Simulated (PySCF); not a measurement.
Gas-phase reaction: SbF₃ + 2 ClF → SbF₅ + 2 Cl

Energies from PySCF, thermal terms from the rigid-rotor harmonic-oscillator model, ideal gas at 1 bar. † marks an energy on the PBE0/def2-TZVP geometry and frequencies. CCSD(T) freezes the core. Open shells (unrestricted): Cl (multiplicity 2, electronic degeneracy 6); the rest are closed-shell singlets. Spin-orbit splitting is ignored; it lowers the true energy and changes the entropy of Cl. B3LYP is the form with VWN-RPA correlation. Sb: scalar-relativistic def2 core potential, no spin-orbit coupling. CCSD(T) isn't extrapolated to the basis-set limit; its ΔH°(298 K) is -112.8 kJ in def2-SVP and -89.2 kJ in def2-TZVPP. The harmonic model lacks anharmonicity and excited electronic states, which grow with temperature; levels with a mode under 35 cm⁻¹ are left out. Soft modes under 120 cm⁻¹ make the harmonic entropy rough for SbF₅.

```
level                ΔE electronic, kJ  ΔH°(298 K), kJ  ΔS°(298 K), J/K  ΔG°(1400 K), kJ
-------------------  -----------------  --------------  ---------------  ---------------
B3LYP/def2-TZVP†                   -38             -33              -56               28
CCSD(T)/def2-SVP†                 -118            -113              -56              -52
CCSD(T)/def2-TZVPP†                -95             -89              -56              -28
M06-2X/def2-TZVP†                  -92             -86              -56              -25
PBE0/def2-QZVP†                    -59             -53              -56                8
```
ΔH° is lowest at CCSD(T)/def2-SVP† and highest at B3LYP/def2-TZVP†. No reference value is set beside these.
